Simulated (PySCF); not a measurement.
F₄V, charge +1, multiplicity 1. Atoms are numbered in the order given.

```xyz
5

V      0.0000     0.0000     0.0000
F     -0.9421     0.9421    -0.9421
F      0.9421     0.9421     0.9421
F      0.9421    -0.9421    -0.9421
F     -0.9421    -0.9421     0.9421
```
Charge +1, spin multiplicity 1.

Geometry: PBE0-D3(BJ)/def2-SVP. The multiplicity is an assumed one; other spin states were not compared. The isomer is the one that the SMILES or the coordinates give; other isomers of the formula were not compared.

Calculation: PySCF with PBE0/def2-TZVP.

The molecule is in vacuum.

| Item | Value |
|---|---|
| total energy | -1342.78417 hartree |
| point group | Td |
| highest occupied level | -20.39 eV |
| lowest empty level | -12.35 eV |
| orbital gap | 8.04 eV |
| dipole moment about the centre of nuclear charge | 0.00 D |
| mean static polarisability | 28.4 bohr³ (4.20 Å³) |
| polarisability, principal values | 28.4, 28.4, 28.4 bohr³ |
